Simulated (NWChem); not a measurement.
SrO; SMILES [O]=[Sr]

Program: NWChem. All runs use the structure optimised with PBE0-D3(BJ)/def2-TZVP. def2 effective core potentials on Sr; no spin-orbit coupling.

Problem. What does the run give for Hartree-Fock/def2-SVPD? Quantities: highest occupied level (eV); orbital gap (eV); dipole (D).

Solution. 
- highest occupied level (eV): -7.56
- orbital gap (eV): 7.20
- dipole (D): 10.92
